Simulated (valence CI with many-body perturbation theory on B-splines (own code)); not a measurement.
**E1 line list for Lu XLI**

Method: configuration interaction combined with many-body perturbation theory (CI+MBPT): three valence electrons over a frozen Dirac-Fock core [Ar] 3d10, radial functions for each j: 11 s, 11 p, 10 d, 8 f, 5 g, 2 h, with the one-electron correlation potential Σ1, the two-electron term Σ2, the three-electron term Σ3, Breit, model QED; selected CI, second order for the rest, scaled by the run's own slope (own B-spline code, finite nucleus).

The last digits are not significant, and no measured levels were compared; by estimate large intervals hold to a few tenths of a per cent, small ones and those within an open d or f shell to about a per cent.

Lines 1 to 50 of 539 in falling wavelength, among levels below 736.34 eV, chosen from the strongest by gf and those to the six lowest levels. Wavelengths and rates use the calculated energies. Electric multipoles are in the length gauge, E1 and E2 with the static RPA response of the core. Weak lines are less certain than strong ones. Lines between different terms over intervals too small for the method are left out, as are lines whose strength nearly cancels. Where a level lies close to another of its J and parity, the split of strength between their lines is uncertain. The highest levels of a list are the least certain.

Levels are named by their leading jj configuration (3d3/2^4 stands for four electrons in 3d with j = 3/2), which in mixed levels can hold well under half, so a name can repeat and another be missing. Letters in brackets count levels of one name in rising energy.

```
λ vac (nm)                          Upper                       Lower   A (s⁻¹)  S (a.u.) with core polarisation  S without
     118.0             (4s 4p1/2^2) J=1/2          (4s^2 4p3/2) J=3/2  6.12e+05                         9.91e-04   1.05e-03
     16.08     (4s 4p1/2 4p3/2) J=3/2 [a]          (4s^2 4p3/2) J=3/2  1.88e+09                         1.54e-02   1.65e-02
     14.76  (4p1/2 4p3/2 4d5/2) J=7/2 [c]  (4s 4p3/2 4d5/2) J=5/2 [b]  1.15e+10                         1.46e-01   1.56e-01
     14.61         (4s 4p1/2 4p3/2) J=5/2          (4s^2 4p3/2) J=3/2  1.17e+10                         1.08e-01   1.16e-01
     14.27      (4p1/2 4d3/2 4d5/2) J=9/2      (4s 4d3/2 4d5/2) J=9/2  9.52e+09                         1.36e-01   1.46e-01
     14.19         (4s 4p1/2 4f7/2) J=9/2          (4s^2 4f7/2) J=7/2  1.16e+10                         1.64e-01   1.74e-01
     13.90             (4s 4p1/2^2) J=1/2          (4s^2 4p1/2) J=1/2  2.44e+10                         6.47e-02   6.90e-02
     13.80          (4p1/2^2 4p3/2) J=3/2  (4s 4p1/2 4p3/2) J=3/2 [b]  1.42e+10                         7.35e-02   7.85e-02
     13.55     (4p1/2 4p3/2 4f7/2) J=11/2       (4p3/2^2 4d5/2) J=9/2  1.04e+10                         1.53e-01   1.63e-01
     13.39      (4p1/2 4p3/2 4f5/2) J=9/2  (4s 4p3/2 4f5/2) J=7/2 [b]  1.38e+10                         1.64e-01   1.75e-01
     13.09  (4p1/2 4p3/2 4f7/2) J=7/2 [a]      (4s 4p3/2 4f7/2) J=5/2  1.40e+10                         1.24e-01   1.32e-01
     13.07      (4p1/2 4p3/2 4f5/2) J=9/2          (4s 4d5/2^2) J=9/2  1.42e+10                         1.56e-01   1.67e-01
     13.02  (4p1/2 4p3/2 4d5/2) J=3/2 [a]  (4s 4p3/2 4d5/2) J=5/2 [a]  2.88e+10                         1.25e-01   1.34e-01
     13.02          (4p1/2 4d5/2^2) J=7/2  (4s 4p3/2 4f7/2) J=9/2 [a]  2.56e+10                         2.23e-01   2.38e-01
     13.02          (4p1/2^2 4d5/2) J=5/2  (4s 4p1/2 4d5/2) J=5/2 [b]  2.25e+10                         1.47e-01   1.57e-01
     12.91     (4s 4p1/2 4p3/2) J=3/2 [b]          (4s^2 4p3/2) J=3/2  1.55e+10                         6.60e-02   7.04e-02
     12.82          (4p1/2 4d5/2^2) J=9/2  (4s 4p3/2 4f7/2) J=9/2 [a]  1.99e+10                         2.07e-01   2.21e-01
     12.72  (4p1/2 4p3/2 4f7/2) J=7/2 [c]  (4s 4p3/2 4f7/2) J=9/2 [b]  1.96e+10                         1.60e-01   1.70e-01
     12.69          (4p1/2^2 4f7/2) J=7/2      (4s 4p1/2 4f7/2) J=5/2  2.74e+10                         2.21e-01   2.35e-01
     12.68          (4p1/2^2 4f5/2) J=5/2  (4s 4p1/2 4f5/2) J=5/2 [b]  2.51e+10                         1.52e-01   1.61e-01
     12.63  (4p1/2 4p3/2 4f7/2) J=9/2 [a]     (4s 4p3/2 4f7/2) J=11/2  3.60e+10                         3.58e-01   3.81e-01
     12.58          (4p1/2^2 4d5/2) J=5/2      (4s 4p1/2 4d5/2) J=7/2  4.71e+10                         2.78e-01   2.96e-01
     12.56         (4s 4p1/2 4p3/2) J=1/2          (4s^2 4p3/2) J=3/2  2.25e+10                         4.40e-02   4.69e-02
     12.55     (4p1/2 4p3/2 4f7/2) J=11/2     (4s 4p3/2 4f7/2) J=11/2  2.25e+10                         2.64e-01   2.81e-01
     12.49          (4p1/2^2 4d3/2) J=3/2      (4s 4p1/2 4d3/2) J=5/2  5.14e+10                         1.97e-01   2.11e-01
     12.48  (4p1/2 4p3/2 4f7/2) J=7/2 [b]          (4s 4d5/2^2) J=9/2  2.27e+10                         1.74e-01   1.86e-01
     12.46  (4p1/2 4d3/2 4d5/2) J=7/2 [b]      (4s 4d3/2 4d5/2) J=9/2  2.55e+10                         1.95e-01   2.08e-01
     12.42          (4p1/2^2 4f7/2) J=7/2      (4s 4p1/2 4f7/2) J=9/2  3.63e+10                         2.75e-01   2.93e-01
     12.28          (4p1/2^2 4p3/2) J=3/2      (4s 4p1/2 4p3/2) J=5/2  5.67e+10                         2.07e-01   2.21e-01
     11.87  (4p1/2 4p3/2 4d5/2) J=7/2 [b]      (4s 4p3/2 4d5/2) J=9/2  2.31e+10                         1.52e-01   1.63e-01
     11.80      (4p1/2 4p3/2 4d5/2) J=9/2      (4s 4p3/2 4d5/2) J=9/2  2.19e+10                         1.78e-01   1.90e-01
     11.40          (4p1/2^2 4p3/2) J=3/2  (4s 4p1/2 4p3/2) J=3/2 [a]  1.52e+10                         4.44e-02   4.73e-02
     9.991     (4s 4p1/2 4d3/2) J=3/2 [a]  (4s 4p1/2 4p3/2) J=3/2 [b]  1.30e+10                         2.57e-02   2.73e-02
     9.519         (4s 4p1/2 4d3/2) J=5/2  (4s 4p1/2 4p3/2) J=3/2 [b]  2.09e+08                         5.33e-04   5.73e-04
     9.166     (4s 4p1/2 4d3/2) J=3/2 [a]      (4s 4p1/2 4p3/2) J=5/2  5.57e+09                         8.46e-03   8.99e-03
     8.913      (4p1/2 4d3/2 4d5/2) J=9/2   (4p1/2 4p3/2 4d5/2) J=9/2  3.81e+10                         1.33e-01   1.41e-01
     8.767         (4s 4p1/2 4d3/2) J=5/2      (4s 4p1/2 4p3/2) J=5/2  1.52e+10                         3.04e-02   3.22e-02
     8.685         (4s 4p1/2 4d3/2) J=1/2  (4s 4p1/2 4p3/2) J=3/2 [b]  2.76e+09                         1.78e-03   1.88e-03
     8.668     (4s 4p1/2 4d3/2) J=3/2 [a]  (4s 4p1/2 4p3/2) J=3/2 [a]  4.08e+09                         5.24e-03   5.54e-03
     8.648     (4s 4p1/2 4d3/2) J=3/2 [b]  (4s 4p1/2 4p3/2) J=3/2 [b]  1.30e+10                         1.66e-02   1.76e-02
     8.387     (4s 4p1/2 4d5/2) J=5/2 [a]  (4s 4p1/2 4p3/2) J=3/2 [b]  1.12e+09                         1.96e-03   2.05e-03
     8.310         (4s 4p1/2 4d3/2) J=5/2  (4s 4p1/2 4p3/2) J=3/2 [a]  1.86e+09                         3.17e-03   3.35e-03
     8.286             (4s^2 4d3/2) J=3/2          (4s^2 4p3/2) J=3/2  4.10e+08                         4.60e-04   4.70e-04
     8.047         (4s 4p1/2 4d5/2) J=3/2  (4s 4p1/2 4p3/2) J=3/2 [b]  6.11e+09                         6.29e-03   6.64e-03
     8.023     (4s 4p1/2 4d3/2) J=3/2 [b]      (4s 4p1/2 4p3/2) J=5/2  7.36e+08                         7.50e-04   7.84e-04
     7.983             (4s 4p3/2^2) J=5/2          (4s^2 4p3/2) J=3/2  4.09e+09                         6.16e-03   6.43e-03
     7.960     (4s 4p1/2 4p3/2) J=3/2 [a]          (4s^2 4p1/2) J=1/2  1.83e+09                         1.82e-03   1.93e-03
     7.951     (4s 4p1/2 4d5/2) J=5/2 [b]  (4s 4p1/2 4p3/2) J=3/2 [b]  2.52e+10                         3.75e-02   3.95e-02
     7.861         (4p3/2 4d5/2^2) J=11/2     (4s 4p3/2 4f7/2) J=11/2  2.58e+10                         7.43e-02   7.91e-02
     7.798     (4s 4p1/2 4d5/2) J=5/2 [a]      (4s 4p1/2 4p3/2) J=5/2  3.85e+08                         5.40e-04   5.67e-04
```
